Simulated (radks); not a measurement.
Results of a calculation; reference values are marked as such.
Orbital eigenvalues (eV) of the copper ion Cu2+, [Ar] 3d9, at several levels of relativity; Dirac values are averaged over j with weights 2j + 1. Spin-unpolarised spherical Kohn-Sham, PBE, point nucleus unless stated (finite: rms radius 3.8823 fm), a radial shooting solver on a logarithmic mesh with Libxc functionals. A level marked "c x" has the speed of light scaled by that factor and shares open shells by 2j + 1; other Dirac levels either fill j = l - 1/2 first or share by 2j + 1.

shell       non-rel.  scalar-rel., finite nucleus  Dirac, low j first  Dirac, c x 1.5  change of magnitude, last against first (%)
1s           -8772.2                      -8876.7             -8874.5         -8817.1                                        +0.51
2s           -1065.7                      -1088.2             -1087.8         -1075.4                                        +0.91
2p           -937.40                      -942.70             -942.41         -939.62                                        +0.24
3s           -136.54                      -140.28             -140.24         -138.17                                        +1.19
3p           -96.598                      -97.619             -97.599         -97.042                                        +0.46
3d           -29.838                      -29.628             -29.615         -29.743                                        -0.32
4s (empty)   -21.959                      -22.345             -22.341         -22.127                                        +0.76
4p (empty)   -15.242                      -15.348             -15.347         -15.288                                        +0.31
